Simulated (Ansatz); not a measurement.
H$_{5}$MgNSi, singlet, at a GFN2-xTB geometry (such geometries of metal compounds can be far from the true shape), atoms displaced at random by about 0.03 Å a coordinate; Ansatz (an electronic-structure program) with R2SCAN/STO-3G, gradient.

Input for Ansatz:
Ansatz 0.2 input:
```yaml
crystal:
  periodic: [false, false, false]
  atoms:
    - {symbol: Mg, position_ang: [0.32717609, 0.73814379, -0.12686879]}
    - {symbol: N, position_ang: [-0.40949224, 1.75710819, -1.47944233]}
    - {symbol: H, position_ang: [-0.48582508, 2.71487284, -1.70228443]}
    - {symbol: H, position_ang: [-0.75770561, 1.38890598, -2.39417075]}
    - {symbol: Si, position_ang: [0.04734944, -1.44525442, 0.92177715]}
    - {symbol: H, position_ang: [0.13467985, -2.52838426, -0.12913956]}
    - {symbol: H, position_ang: [-1.30207167, -1.62639361, 1.58038659]}
    - {symbol: H, position_ang: [0.99147476, -1.91536906, 1.96293993]}
basis:
  gaussian:
    orbitals: STO-3G
hamiltonian:
  xc: r2scan
output: {forces: true}
```

It wrote (shortened):

```
Functional definition: r2SCAN
308 factors; integrals over basis functions are off by at most 3.0e-4 eV
mean field evaluation 1: about -14708.1760 eV, gradient 3.1e1 eV
mean field evaluation 2: about -14685.6079 eV, gradient 8.3e1 eV
mean field evaluation 4: about -14711.3281 eV, gradient 1.7e0 eV
mean field evaluation 8: about -14711.2920 eV, gradient 4.8e-2 eV
mean field -14711.29196915 eV, -540.6300081943 hartree, gradient 6.8e-5 eV, S^2 0.000000; 0 other end points of the search recorded, 0 dependent functions left out
the calculation of the forces begins
reference -14711.29197589 eV, -540.6300084420 hartree; 19, 19 occupied and 9, 9 virtual orbitals, 308 factors
Total energy: -14711.29197589 eV, -540.6300084420 hartree
Atom 0 at     0.327176     0.738144    -0.126869 Å, force    -1.017463    -0.895442    -0.489340 eV/Å
Atom 1 at    -0.409492     1.757108    -1.479442 Å, force     0.138768    -2.721738     0.218666 eV/Å
Atom 2 at    -0.485825     2.714873    -1.702284 Å, force     0.278305     3.346189     0.332848 eV/Å
Atom 3 at    -0.757706     1.388906    -2.394171 Å, force     0.240106    -1.002428     0.408028 eV/Å
Atom 4 at     0.047349    -1.445254     0.921777 Å, force    -0.177738     0.165305    -0.329640 eV/Å
Atom 5 at     0.134680    -2.528384    -0.129140 Å, force    -0.202816     0.810688     0.972990 eV/Å
Atom 6 at    -1.302072    -1.626394     1.580387 Å, force     1.147248     0.045028    -0.637442 eV/Å
Atom 7 at     0.991475    -1.915369     1.962940 Å, force    -0.406409     0.252397    -0.476110 eV/Å
Dipole moment:     0.439964     0.603358     0.029079 e Å
```
